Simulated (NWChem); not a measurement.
# H2S2 cation, doublet; SMILES of the neutral closed-shell parent SS

```xyz
4

S      0.0692    -1.0017     0.0000
S     -0.0692     1.0017     0.0000
H     -1.2814    -1.1905     0.0000
H      1.2814     1.1905     0.0000
```
Atoms are numbered in this order, from 1.

Computed with NWChem. Pople sets run with spherical d functions. Spin-unrestricted. In the optimisation the excess spin sits in bg (C2h, its own frame). Structure relaxed at the PBE0/def2-SVP, spin-unrestricted level. The spin multiplicity was typed, not searched, and may not be the lowest. No stability test was run on the SCF state. Atomic charges in e: unrestrained fits to the electrostatic potential beside Mulliken populations; the two definitions need not agree.

What does the run give for UHF/6-31G*? Quantities: ESP S1; Mulliken S1; ESP S2; Mulliken S2; relative RMS misfit of the potential (%).


| Quantity | Result |
|---|---|
| ESP S1 | 0.21 |
| Mulliken S1 | 0.28 |
| ESP S2 | 0.21 |
| Mulliken S2 | 0.28 |
| relative RMS misfit of the potential (%) | 3 |
